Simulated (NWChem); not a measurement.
GaO, doublet; SMILES [Ga]=[O]

```xyz
2

Ga     0.0000     0.0000    -0.3501
O      0.0000     0.0000     1.3568
```
Atoms are numbered in this order, from 1.

Program: NWChem. Pople sets run with spherical d functions. Spin-unrestricted. All runs use the structure optimised with PBE0/def2-SVP, spin-unrestricted. No stability test was run on the SCF state. Total energies compare along this basis series because the functional is fixed.

```
level         basis functions  energy (Ha)  highest occupied level (eV)  lowest empty minus highest occupied level, either spin (eV)  dipole (D)   <S²>
------------  ---------------  -----------  ---------------------------  -----------------------------------------------------------  ----------  -----
UHF/STO-3G                 23   -1974.7924                        -8.90                                                        12.81        0.66  0.753
UHF/3-21G                  31   -1988.2511                        -9.61                                                        11.21        1.86  0.779
UHF/6-31G*                 46   -1997.7785                       -10.32                                                        11.11        2.64  0.797
UHF/6-311G**               62   -1998.0391                       -10.34                                                        11.28        2.77  0.801
```
